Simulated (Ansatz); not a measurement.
Job for Ansatz (a quantum-chemistry and plane-wave program): R-CCSD(T)/def2-TZVPP on H2SSn (SMILES [SH][SnH]), a point of a torsion scan. Elements past Kr take the def2 small-core potentials; no spin–orbit coupling. The run froze 14 orbitals, filled d shells among them.

Ansatz 0.2 input:
```yaml
crystal:
  periodic: [false, false, false]
  atoms:
    - {symbol: S, position_ang: [-1.21441373, 0.45520160, 0.42765238]}
    - {symbol: Sn, position_ang: [1.07598858, 0.81723035, -0.28757227]}
    - {symbol: H, position_ang: [-1.52556375, -0.54001374, -0.38347486]}
    - {symbol: H, position_ang: [1.01807977, -0.52790715, -1.55217176]}
basis:
  gaussian:
    orbitals: def2-TZVPP
magnetization: {spin_polarized: false}
correlation: {method: ccsd_t, electrons: outside_noble_gas}
scf: {lower_state_search: off}
```

The log:

```
WARN ansatz: RAYON_NUM_THREADS=1 ignored (pool sized by the plan → 1); use --threads N
Functional definition: HF
these checks for a lower state are left out or cut short: stability, starts, cluster_reference, orbital_swaps, neighbouring_geometries, increment
integrals: 0.18 GiB planned
868 factors; integrals over basis functions are off by at most 9.1e-4 eV
mean field: 0.30 GiB planned
mean field evaluation 1: about -16654.4681 eV, gradient 1.4e1 eV
mean field evaluation 2: about -16654.5607 eV, gradient 1.4e1 eV
mean field evaluation 4: about -16655.4479 eV, gradient 1.9e0 eV
mean field evaluation 8: about -16655.4748 eV, gradient 1.7e-1 eV
mean field evaluation 16: about -16655.4751 eV, gradient 2.3e-6 eV
mean field -16655.47510040 eV, -612.0774204531 hartree, gradient 2.3e-6 eV, S^2 0.000000; 0 other end points of the search recorded, 0 dependent functions left out
14 core orbitals not correlated
reference -16655.47510040 eV, -612.0774204531 hartree; 6, 6 occupied and 100, 100 virtual orbitals, 868 factors
second order -7.21963659 eV of doubles, -0.00000000 eV of singles
coupled cluster: 0.45 GiB planned
cycle   1  -7.83137473 eV  change   -6.1e-1 eV  update   7.7e-2
cycle   2  -8.10110766 eV  change   -2.7e-1 eV  update   2.8e-2
cycle   3  -8.14613389 eV  change   -4.5e-2 eV  update   1.4e-2
cycle   4  -8.14193855 eV  change    4.2e-3 eV  update   4.7e-3
cycle   5  -8.14091288 eV  change    1.0e-3 eV  update   2.1e-3
cycle   6  -8.14075878 eV  change    1.5e-4 eV  update   8.1e-4
cycle   7  -8.14077027 eV  change   -1.1e-5 eV  update   2.7e-4
cycle   8  -8.14083394 eV  change   -6.4e-5 eV  update   1.0e-4
cycle   9  -8.14081619 eV  change    1.8e-5 eV  update   3.5e-5
cycle  10  -8.14080633 eV  change    9.9e-6 eV  update   1.2e-5
perturbative correction -0.36181184 eV, -0.0132963399 hartree
Total energy: -16663.97771857 eV, -612.3898859075 hartree
Checks for a lower state left out: stability, starts, cluster_reference, orbital_swaps, neighbouring_geometries, increment
```

The run converged.

Cost: about 5 core-seconds (a rough figure).
